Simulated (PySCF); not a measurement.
C₂H₃BF₂.

```xyz
8

B     -0.0284     0.5187     0.0000
F     -0.7629     1.6217     0.0000
F      1.2881     0.6820     0.0000
C     -0.6730    -0.8896     0.0000
C      0.0710    -2.0073     0.0000
H     -1.7656    -0.9778     0.0000
H     -0.3726    -3.0086     0.0000
H      1.1652    -1.9588     0.0000
```

Coordinates come from a B3LYP-D3(BJ)/def2-SVP optimisation. One conformer was computed; it need not be the lowest.

All values below come from HF/pcSseg-1 (PySCF). Non-relativistic, no solvent.

Problem. Give the absolute GIAO shielding of each atom: isotropic value and principal components (ppm). (The exact figures need the calculation; the answer reports its results.)

Solution. 
```json
[
 {"atom": "B1", "σ(iso)": "89.7", "σ11": "74.4", "σ22": "92.0", "σ33": "102.8", "span": "28.4"},
 {"atom": "F2", "σ(iso)": "301.3", "σ11": "162.3", "σ22": "351.5", "σ33": "390.0", "span": "227.6"},
 {"atom": "F3", "σ(iso)": "311.8", "σ11": "162.9", "σ22": "361.9", "σ33": "410.7", "span": "247.8"},
 {"atom": "C4", "σ(iso)": "61.9", "σ11": "-70.9", "σ22": "74.3", "σ33": "182.2", "span": "253.1"},
 {"atom": "C5", "σ(iso)": "31.0", "σ11": "-126.5", "σ22": "45.3", "σ33": "174.3", "span": "300.9"},
 {"atom": "H6", "σ(iso)": "25.8", "σ11": "24.2", "σ22": "24.4", "σ33": "28.8", "span": "4.7"},
 {"atom": "H7", "σ(iso)": "24.8", "σ11": "21.2", "σ22": "24.4", "σ33": "28.9", "span": "7.7"},
 {"atom": "H8", "σ(iso)": "24.7", "σ11": "20.5", "σ22": "24.1", "σ33": "29.4", "span": "8.9"}
]
```
